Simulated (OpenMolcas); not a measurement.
# Fe4+: the spin-orbit constant, Racah parameters, worked from levels

```json
{"Program": "OpenMolcas", "Basis": "ANO-R3 [7s5p5d3f2g1h]", "Scalar Hamiltonian": "X2C, finite nucleus", "Active space": "4 electrons in 5 orbitals (3d)", "State averaging": "2S+1 = 5 even, 5 roots; 2S+1 = 3 even, 45 roots; 2S+1 = 1 even, 50 roots", "Spin-orbit coupling": "RASSI with atomic mean-field integrals over the reference wave functions, term energies averaged over their components"}
```

Methods: CASSCF; MS-CASPT2, IPEA 0.25 Eh, imaginary shift 0.1 Eh (closed shells correlated: 3s 3p). Measured levels: Corliss and Sugar, J. Phys. Chem. Ref. Data 11, 135 (1982).

**The spin-orbit constant.** For the Hund term ⁵D of d4, E(J) = (A/2) J(J+1) + constant and ζ = 2S·A = 4A. From J = 0 to J = 4 the energy changes by 10 A.

```tsv
Source	E(4) - E(0)	A	ζ
CASSCF	1365.8	136.6	546
MS-CASPT2	1371.8	137.2	549
measured	1282.8	128.3	513
```

All in cm-1. MS-CASPT2 is off by +6.9 % and CASSCF by +6.5 %. Both methods take the spin-orbit matrix elements from the reference wave functions, so the second can move ζ only through the term energies and any multistate remixing. Second-order mixing with other terms is absorbed into this ζ.

**Racah parameters.** Above ⁵D, d4 has ³G at 9B + 4C, ³H at 4B + 4C and ³D at 16B + 4C. The first two fix B and C, and the third tests them; where it misses by thousands of cm-1, two parameters do not describe the configuration (Trees and configuration-interaction terms are left out) and B and C hang on the terms chosen. Term energies are centres of gravity, weighted by 2J + 1.

```tsv
Source	³G	³H	B	C	C/B	³D from B, C	³D found
CASSCF	33940	26798	1428	5271	3.69	43932	43575
MS-CASPT2	29608	24495	1023	5101	4.99	36772	36365
measured	29390	24478	982	5137	5.23	36260	35945
```

Energies in cm-1. From CASSCF to MS-CASPT2, B changes by -28.4 % and C by -3.2 %. Against the measured terms, MS-CASPT2 has B off by +4.2 % and C by -0.7 %.

CASPT2 breaks the degeneracy within a term, and the mean is taken; among the terms shown or strongly mixed into the levels shown the widest spread is 260 cm-1 (3d⁴ ³G, MS-CASPT2). Without dynamic correlation excited terms often stand tens of per cent too high (terms of higher spin than the ground term too low), and those without a measured partner can miss by more than the paired ones (holds for CASSCF). Measured partners are found by configuration, term and J. A level has none where our copy of the source lacks it or the pairing is in doubt (some pairs that miss far off the trend of their configuration count as doubtful), and it then counts in no deviation. Levels of configurations outside the active space are missing.
